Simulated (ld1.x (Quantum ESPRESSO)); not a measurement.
## What the settings do to the TM potential of barium

Base potential:

barium, norm-conserving Troullier–Martins (Kleinman–Bylander form), made with ld1.x (Quantum ESPRESSO) 7.5 (PBE, scalar-relativistic). Core [Kr] 4d10, reference 5s2 5p6 5d0 6s0 6p0 (charge +2). Waves: 5p (bound): rc 3.30 bohr; 5d (bound, empty): rc 4.10 bohr; 5s (bound): rc 1.80 bohr. Local part: the s channel. Core correction: a·sin(br)/r model core, default radius (core density twice the valence density).

Cutoffs, loose and tight: the cutoffs (Ry, on a coarse ladder) from which the occupation-weighted sum of valence levels, in a spherical-Bessel basis at the reference potential, stays within 10 and 1 mRy of its value at 400 Ry. They do not see the model core or the augmentation charge, which bear on the density cutoff. Test errors are all-electron minus pseudo excitation energies from the reference, over the configurations 5s2 5p6 5d0 6s2 6p0; 5s2 5p6 5d0 6s1 6p0; 5s2 5p6 5d0 6s1.5 6p0; 5s2 5p6 5d1 6s0 6p0; 5s2 5p6 5d0 6s1 6p1; 5s2 5p6 5d0 6s0 6p2; 5s1 5p6 5d0 6s2 6p0. A dash means not determined; rows that change the core or the reference have their own tests.

```csv
change,outcome,"cutoff, loose","cutoff, tight",bound ghosts,largest test error (meV)
base,generated,40 Ry,70 Ry,none,+268
"all radii but the core radius scaled by about 0.74 (s 1.34, p 2.44, d 3.02 bohr)",generated,70 Ry,140 Ry,none,+270
"all radii but the core radius scaled by about 0.88 (s 1.58, p 2.90, d 3.60 bohr)",generated,40 Ry,80 Ry,none,+165
"all radii but the core radius scaled by about 0.93 (s 1.68, p 3.08, d 3.82 bohr)",generated,40 Ry,70 Ry,none,+185
"all radii but the core radius scaled by about 1.12 (s 2.02, p 3.70, d 4.60 bohr)",generated,35 Ry,55 Ry,none,+537
```

**Question.** What comes out with this change to the base: all radii but the core radius scaled by about 1.39 (s 2.50, p 4.58, d 5.70 bohr)?

**Answer.** outcome: generated; cutoff, loose: 15 Ry; cutoff, tight: 30 Ry; bound ghosts: none; largest test error (meV): +2433.

**Question.** What comes out with this change to the base: all radii but the core radius scaled by about 1.27 (s 2.30, p 4.20, d 5.22 bohr)?

**Answer.** outcome: generated; cutoff, loose: 25 Ry; cutoff, tight: 35 Ry; bound ghosts: none; largest test error (meV): +1310.

**Question.** What comes out with this change to the base: all radii but the core radius scaled by about 1.20 (s 2.16, p 3.96, d 4.92 bohr)?

**Answer.** outcome: generated; cutoff, loose: 30 Ry; cutoff, tight: 40 Ry; bound ghosts: none; largest test error (meV): +926.

Reading the sweep of the scale of all radii but the core radius (base = 1) (base included, trends over the rows without a ghost): The loose cutoff falls from 70 Ry at 0.74 to 15 Ry at 1.39. A larger radius leaves more room for a smooth pseudo-wave, so fewer plane waves are needed; a smaller one forces it to follow the all-electron wave where it bends sharply. The median size of the test errors (rows with all tests solved) rises from 80.1 meV at 0.74 to 788.9 meV at 1.39, with one reversal. More of the atom is replaced by a form fitted at one configuration, so other configurations suffer as the radius grows.
